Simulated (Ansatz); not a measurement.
Relaxation of C$_{2}$H$_{8}$N$_{2}$OSi (14 atoms, charge 0, multiplicity 1), to a largest force component of 0.015 eV/Å in at most 40 steps.

The calculation used Ansatz, RKS B3LYP/6-31G.

```xyz
14
Properties=species:S:1:pos:R:3:forces:R:3
C -0.521 -2.138 -0.218 -2.12 1.52 -0.96
N 0.392 -1.282 0.000 0.58 0.13 -0.10
C 1.647 -1.768 0.596 0.62 2.59 -0.41
N 2.123 -0.572 1.448 -0.10 -1.70 -1.13
O 1.528 -2.815 1.507 0.55 -2.04 -1.80
Si 2.940 -2.028 -0.880 -0.19 -0.67 -0.23
H -0.418 -3.160 0.008 -0.02 -1.52 0.40
H -1.508 -1.784 -0.660 1.31 -0.51 0.49
H 2.039 0.222 0.839 -0.31 1.06 -0.02
H 3.108 -0.753 1.604 0.53 0.25 0.61
H 1.317 -2.346 2.290 -0.70 0.73 2.66
H 3.102 -0.751 -1.687 -0.12 -0.23 0.29
H 4.286 -2.423 -0.319 -0.14 0.13 0.06
H 2.474 -3.143 -1.804 0.09 0.26 0.14
```

Task: Where does it end, and by what steps?

Result: The run converged. Limits of this set-up: no polarisation functions. After 16 steps the energy has fallen by 0.635 eV; H9 moved furthest, 0.51 Å.

```tsv
step	energy less start (eV)	largest force component (eV/Å)	accepted
0	0.0000	2.664	yes
1	-0.4427	1.426	yes
2	-0.5574	1.092	yes
3	-0.5679	1.001	yes
4	-0.5600	0.769	no
5	-0.6279	0.309	yes
6	-0.6100	0.505	no
7	-0.6332	0.065	yes
8	-0.6313	0.224	no
9	-0.6344	0.031	yes
10	-0.6348	0.022	yes
11	-0.6348	0.039	yes
12	-0.6350	0.026	yes
13	-0.6350	0.023	yes
14	-0.6350	0.016	yes
15	-0.6350	0.016	no
16	-0.6350	0.002	yes
```

```xyz
14
Properties=species:S:1:pos:R:3
C -0.547 -2.015 -0.167
N 0.464 -1.227 -0.134
C 1.715 -1.664 0.495
N 2.119 -0.597 1.376
O 1.618 -2.907 1.259
Si 2.992 -2.106 -0.925
H -0.537 -3.018 0.267
H -1.457 -1.674 -0.653
H 1.682 0.296 1.192
H 3.092 -0.561 1.647
H 1.357 -2.660 2.176
H 3.115 -0.948 -1.872
H 4.324 -2.328 -0.264
H 2.573 -3.334 -1.675
```

Whether the end is a true minimum wasn't checked by a vibrational analysis.

Time of the run: 94 s on 1 thread of Arm Neoverse V2 (shared host), peak memory 0.18 GiB.
